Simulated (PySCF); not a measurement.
**Electron correlation in Tc²⁺ (technetium, charge +2)**

[Kr] 4d5, high-spin 6S determinant. Computed with PySCF 2.14 in x2c-TZVPPall, with the spin-free X2C one-electron Hamiltonian (Gaussian nucleus). Frozen: [Ar] 3d10; 13 electrons correlated.

```tsv
level	correlation energy (mhartree)
CCSD	-344.49
(T)	-7.35
CCSD(T)	-351.84
```

Diagnostics: T1 = 0.0027, D1 = 0.0049, largest double amplitude 0.020.

Cost of the coupled-cluster step: about 8 core-seconds, for 13 correlated electrons.

This basis was not built for core-valence correlation, so the inner-shell part is incomplete.
